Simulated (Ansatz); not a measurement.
C2H6O2Si can be A, `[SiH3]OC1CO1`, or B, `COC(=O)[SiH3]`.

Calculated with Ansatz (gas phase, PBE0-D4/def2-TZVP geometries, no zero-point term in ΔE). CCSD(T)/CBS adds triple-zeta CCSD(T) − MP2 to the extrapolated MP2 energy (def2 sets, frozen cores). Functionals use def2-TZVPP. Each species was taken in one conformer, which may not be the lowest.

Problem. Which is lower in electronic energy at CCSD(T)/CBS, and by how much? (An estimate is asked.)

Solution. The calculation gave: B, by 16.4 kJ/mol.

Problem. Give E(B) − E(A) in kJ/mol with CCSD/def2-TZVPP, B2PLYP, MP2/def2-TZVPP, CCSD(T)/def2-TZVPP, r2SCAN-D4, ωB97M-V, PBE-D4. (An estimate is asked.)

Solution. Ansatz gave: CCSD/def2-TZVPP -14.4, B2PLYP -27.5, MP2/def2-TZVPP -10.9, CCSD(T)/def2-TZVPP -18.5, r2SCAN-D4 -23.1, ωB97M-V -17.1, PBE-D4 -31.4. None reverses the order clearly.

Largest T1 diagnostic: 0.016.

From PBE to PBE0 (25 % exact exchange), in def2-TZVPP and without D4, E(B) − E(A) moves by +13.7 kJ/mol. In def2-TZVPP, CCSD(T) changes the Hartree–Fock value by +4.0 kJ/mol (the triples alone add −4.1 kJ/mol) and MP2 by +11.7 kJ/mol.
